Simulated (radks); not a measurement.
Values are calculated unless marked as measured or tabulated.
K2+, 17 electrons, occupied as [Ne] 3s2 3p5 (the NIST ground configuration). Code: a radial shooting solver on a logarithmic mesh with Libxc functionals. Model: Dirac Kohn-Sham, LDA (Slater exchange, Perdew-Wang correlation), spin-unpolarised, spherical densities, finite nucleus; open shells are shared between the two j in proportion to 2j + 1; Fermi nuclear charge, rms radius 3.4349 fm.

Normalised radial functions P(r) = r R(r) (large component), r in bohr:

r          2p3/2
0.008642  0.0150
0.01239   0.0296
0.01761   0.0569
0.02504   0.1072
0.0359    0.1991
0.05104   0.3506
0.07316   0.5912
0.104     0.9146
0.1491    1.2881
0.212     1.5717
0.3015    1.6049
0.4321    1.2869
0.6144    0.7571
0.8806    0.2858
1.252     0.0622
1.795     0.0058
2.552     0.0002
3.629     0.0000

2p3/2: eigenvalue -302.44 eV, 0 radial nodes, <r> = 0.352 bohr, 90 % of the charge inside 0.582 bohr.
